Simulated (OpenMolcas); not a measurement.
# OpenMolcas run: Pd+

Input:

```
&GATEWAY
Coord
1

Pd 0.0 0.0 0.0
Basis=ANO-R1
Group=XYZ
NoMove
AngMom=0.0 0.0 0.0
AMFI
&SEWARD
&RASSCF
FileOrb=start.orb
Symmetry=1
Spin=4
nActEl=9 0 0
Inactive=9 9
Ras2=6 0
CIRoot=10 10 1
SDav=20
CIMx=300
Iter=120 100
PrWF=0.3
OrbListing=Nothing
MaxOrb=0
Atom
>>> COPY $Project.JobIph JOB001
&RASSCF
FileOrb=start.orb
Symmetry=1
Spin=2
nActEl=9 0 0
Inactive=9 9
Ras2=6 0
CIRoot=29 29 1
SDav=70
CIMx=300
Iter=120 100
PrWF=0.3
OrbListing=Nothing
MaxOrb=0
Atom
>>> COPY $Project.JobIph JOB002
&RASSI
NrOfJobIphs=2 10 29
1 2 3 4 5 6 7 8 9 10
1 2 3 4 5 6 7 8 9 10 11 12 13 14 15 16 17 18 19 20 21 22 23 24 25 26 27
28 29
IphNames
JOB001
JOB002
EJob
SpinOrbit
DIPRint=1.0
SOCoupling=1000.0
Subsets=2
MEES
Property=10
'ANGMOM' 1 'ANGMOM' 2 'ANGMOM' 3 'MLTPL  1' 1 'MLTPL  1' 2 'MLTPL  1' 3
'AMFI' 1 'AMFI' 2 'AMFI' 3 'MLTPL  2' 6
SOProperty=3
'ANGMOM' 1 'ANGMOM' 2 'ANGMOM' 3
```

Launched by
```bash
OMP_NUM_THREADS=1 MOLCAS_MEM=2252 MOLCAS_PROJECT=a pymolcas a.inp > a.log  # once for each step of the input, in one work folder
```

A driver script runs the steps one by one and writes start.orb anew before each from the orbitals found so far.

Output, cut to the results:

```
--- SEWARD ---
Basis set label: PD.ANO-R...6S4P3D1F.

      Electronic valence basis set:
      ------------------
      Associated Effective Charge  46.000000 au
      Associated Actual Charge     46.000000 au
      Nuclear Model: Finite nucleus - Gaussian distribution
        Gaussian exponent, Xi/bohr**(-2):  2.05009E+08

      Shell  nPrim  nBasis  Cartesian Spherical Contaminant
         s      22       6        X
         p      16       4        X
         d      12       3                 X
         f       6       1                 X
                  Relativistic X2C integrals
                  Atomic mean-field integrals
--- RASSCF ---
Wave function specifications:
      -----------------------------

      Number of closed shell electrons          36
      Number of electrons in active shells       9
      Max number of holes in RAS1 space          0
      Max nr of electrons in RAS3 space          0
      Number of inactive orbitals               18
      Number of active orbitals                  6
      Number of secondary orbitals              16
      Spin quantum number                      1.5
      State symmetry                             1
Orbital specifications:
      -----------------------

      Symmetry species                           1   2
                                                ag  au
      Frozen orbitals                            0   0
      Inactive orbitals                          9   9
      Active orbitals                            6   0
      RAS1 orbitals                              0   0
      RAS2 orbitals                              6   0
      RAS3 orbitals                              0   0
      Secondary orbitals                         6  10
      Deleted orbitals                           0   0
      Number of basis functions                 21  19
      Number of CSFs                            20
      Number of root(s) required                10
      Iter CI   SX   CI       RASSCF       Energy    max ROT     max BLB   max BLB  Level Ln srch  Step   QN
          iter iter root      energy       change     param      element    value   shift minimum  type update
 Nr of preliminary CI iterations:   1
      Total energies have been shifted. Add                -5000.00 au
        1   1    4    0   -42.42616905    0.00E+00  -4.27E-02   14  21 1 -8.15E-02*  0.00   0.00    SX    NO
        2   1    4    0   -42.43213800   -5.97E-03*  2.27E-02    8  10 2  6.19E-02*  0.00   0.00    SX    NO
        3   1    4    0   -42.43487181   -2.73E-03*  1.58E-02    8  10 2 -4.13E-02*  0.00   0.00    SX    NO
        4   1    4    0   -42.43612047   -1.25E-03*  1.12E-02    8  10 2  2.94E-02*  0.00   0.00    SX    NO
        5   1    4    0   -42.43675306   -6.33E-04*  4.49E-03    8  10 2 -2.05E-02*  0.00   0.59    LS   YES
        6   1    3    0   -42.43736010   -6.07E-04*  2.17E-04    8  10 2 -4.87E-04*  0.00   1.02    QN   YES
        7   1    2    0   -42.43736043   -3.33E-07* -2.39E-05   15  16 1 -2.37E-05   0.00   1.01    QN   YES
        8   1    2    0   -42.43736043   -7.79E-10   5.13E-06   15  16 1 -3.96E-06   0.00   1.22    QN   YES
      Convergence after  8 iterations
        9   1    2    0   -42.43736043   -2.91E-11   5.13E-06    9  16 1  1.28E-07   0.00   1.22    QN   YES
      Natural orbitals and occupation numbers for root  1
      sym 1:   1.278310   1.278310   1.721690   1.721690   2.000000   1.000000
      Natural orbitals and occupation numbers for root  2
      sym 1:   1.918905   1.081095   1.081095   2.000000   1.918905   1.000000
      Natural orbitals and occupation numbers for root  3
      sym 1:   1.042552   1.042552   2.000000   1.957448   1.957448   1.000000
::    RASSCF root number  1 Total energy:  -5042.45628232
::    RASSCF root number  2 Total energy:  -5042.45628232
::    RASSCF root number  3 Total energy:  -5042.45628232
::    RASSCF root number  4 Total energy:  -5042.45628232
::    RASSCF root number  5 Total energy:  -5042.45628232
::    RASSCF root number  6 Total energy:  -5042.45628232
::    RASSCF root number  7 Total energy:  -5042.45628232
::    RASSCF root number  8 Total energy:  -5042.39320936
::    RASSCF root number  9 Total energy:  -5042.39320936
::    RASSCF root number 10 Total energy:  -5042.39320936
--- RASSCF ---
Wave function specifications:
      -----------------------------

      Number of closed shell electrons          36
      Number of electrons in active shells       9
...
--- RASSI ---
SPIN-FREE ENERGIES:
  (Shifted by EMIN (a.u.) =      -5042.5301899813)

 SF State       Relative EMIN(au)   Rel lowest level(eV)    D:o, cm**(-1)      L_eff

    11             0.0000000000        0.0000000000              0.0000         2.0
    12             0.0000000000        0.0000000000              0.0000         2.0
    13             0.0000000000        0.0000000000              0.0000         2.0
    14             0.0000000000        0.0000000000              0.0000         2.0
    15             0.0000000000        0.0000000000              0.0000         2.0
     6             0.0739076613        2.0111299172          16220.8567         3.0
     7             0.0739076613        2.0111299172          16220.8567         3.0
     1             0.0739076613        2.0111299172          16220.8567         3.0
     2             0.0739076613        2.0111299172          16220.8567         3.0
     3             0.0739076613        2.0111299172          16220.8567         3.0
     4             0.0739076613        2.0111299172          16220.8567         3.0
     5             0.0739076613        2.0111299172          16220.8567         3.0
    16             0.1089679877        2.9651700008          23915.7089         3.0
    17             0.1089679877        2.9651700008          23915.7089         3.0
    18             0.1089679877        2.9651700008          23915.7089         3.0
    19             0.1089679877        2.9651700008          23915.7089         3.0
    20             0.1089679877        2.9651700008          23915.7089         3.0
    21             0.1089679877        2.9651700008          23915.7089         3.0
    22             0.1089679877        2.9651700008          23915.7089         3.0
     8             0.1369806248        3.7274326900          30063.7721         1.0
     9             0.1369806248        3.7274326900          30063.7721         1.0
...
```

Levels above the lowest, from the spin-orbit matrix, grouped by J:

```json
{"Configuration": "4d9", "Term": "2D", "J": "5/2", "E (cm-1)": "0.0", "Measured (cm-1)": "0.0", "g": "1.200", "Term weight %": "100", "Second": ""}
{"Configuration": "4d9", "Term": "2D", "J": "3/2", "E (cm-1)": "3718", "Measured (cm-1)": "3539", "g": "0.799", "Term weight %": "100", "Second": ""}
{"Configuration": "4d8 5s", "Term": "4F", "J": "9/2", "E (cm-1)": "15327", "Measured (cm-1)": "25084", "g": "1.333", "Term weight %": "100", "Second": ""}
{"Configuration": "4d8 5s", "Term": "4F", "J": "7/2", "E (cm-1)": "17400", "Measured (cm-1)": "27097", "g": "1.234", "Term weight %": "96", "Second": "4 2F"}
{"Configuration": "4d8 5s", "Term": "4F", "J": "5/2", "E (cm-1)": "19202", "Measured (cm-1)": "28929", "g": "1.028", "Term weight %": "98", "Second": ""}
{"Configuration": "4d8 5s", "Term": "4F", "J": "3/2", "E (cm-1)": "20318", "Measured (cm-1)": "29948", "g": "0.414", "Term weight %": "96", "Second": "4 2D"}
{"Configuration": "4d8 5s", "Term": "2F", "J": "7/2", "E (cm-1)": "24088", "Measured (cm-1)": "32281", "g": "1.146", "Term weight %": "95", "Second": "4 4F"}
{"Configuration": "4d8 5s", "Term": "2F", "J": "5/2", "E (cm-1)": "26799", "Measured (cm-1)": "34425", "g": "0.932", "Term weight %": "82", "Second": "13 2D"}
{"Configuration": "4d8 5s", "Term": "4P", "J": "5/2", "E (cm-1)": "29769", "Measured (cm-1)": "", "g": "1.447", "Term weight %": "72", "Second": "16 2D"}
{"Configuration": "4d8 5s", "Term": "4P", "J": "3/2", "E (cm-1)": "31207", "Measured (cm-1)": "", "g": "1.365", "Term weight %": "58", "Second": "35 2D"}
{"Configuration": "4d8 5s", "Term": "4P", "J": "1/2", "E (cm-1)": "32810", "Measured (cm-1)": "", "g": "2.665", "Term weight %": "100", "Second": ""}
{"Configuration": "4d8 5s", "Term": "2D", "J": "3/2", "E (cm-1)": "33247", "Measured (cm-1)": "", "g": "1.208", "Term weight %": "52", "Second": "42 4P"}
{"Configuration": "4d8 5s", "Term": "2D", "J": "5/2", "E (cm-1)": "34501", "Measured (cm-1)": "", "g": "1.279", "Term weight %": "70", "Second": "24 4P"}
{"Configuration": "4d8 5s", "Term": "2P", "J": "3/2", "E (cm-1)": "38798", "Measured (cm-1)": "", "g": "1.281", "Term weight %": "90", "Second": "10 2D"}
{"Configuration": "4d8 5s", "Term": "2G", "J": "9/2", "E (cm-1)": "38811", "Measured (cm-1)": "", "g": "1.112", "Term weight %": "100", "Second": ""}
{"Configuration": "4d8 5s", "Term": "2G", "J": "7/2", "E (cm-1)": "38850", "Measured (cm-1)": "", "g": "0.891", "Term weight %": "99", "Second": ""}
{"Configuration": "4d8 5s", "Term": "2P", "J": "1/2", "E (cm-1)": "39643", "Measured (cm-1)": "", "g": "0.671", "Term weight %": "100", "Second": ""}
```

Against the 7 measured excited levels shown (NIST Handbook of Basic Atomic Spectroscopic Data) the mean absolute deviation is 7800 cm-1; the largest miss in energy is 4d8 5s 4F 9/2: computed 15327, measured 25084 cm-1 (-38.9 %).

Without dynamic correlation excited terms often stand tens of per cent too high (terms of higher spin than the ground term too low), and those without a measured partner can miss by more than the paired ones. A single d shell beside an s shell can misplace configurations of different d count against each other. Measured partners are found by configuration, term and J. A level has none where our copy of the source lacks it or the pairing is in doubt (some pairs that miss far off the trend of their configuration count as doubtful), and it then counts in no deviation. Only configurations of the active space appear. The first state left out of the spin-orbit step lies near 61000 cm-1 above the lowest spin-free state of the reference (among the parities and spins computed), and the list stops at four fifths of that energy or lower.

The term weight is that of the spin-free term in the level, not the purity of its configuration.
